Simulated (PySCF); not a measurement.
Coordinates in bohr (charge 0 multiplicity 4):
```
Ta   -0.2832    0.0000   -0.1625
H    -3.4419    0.0000    1.1344
F     2.8699    0.0000    1.3955
```

Method: UPBE0 in PySCF with Ta def2-TZVP with ECP60, H def2-TZVP, F def2-TZVP; scalar-relativistic core potentials, no spin–orbit coupling; density-fitted integrals.

This geometry of TaHF is a stationary point at this level.

What is the point group?

Cs.

Is it a minimum?

Yes: all harmonic wavenumbers are real.

List the harmonic modes with their infrared intensities.


```csv
symmetry,ω (cm⁻¹),IR (km/mol)
a',413,26.0
a',671,123
a',1787,225
```

Give the ideal-gas entropy at 298.15 K and 1 bar by parts.

translation 175.0, rotation 85.3, vibration 5.3, spin 11.5; total 277.1 J/(mol K).

Only a few start shapes were tried, so a lower isomer may exist. With open d or f shells other occupations or spin states may lie lower. With an element this heavy the missing spin–orbit coupling can shift these numbers.
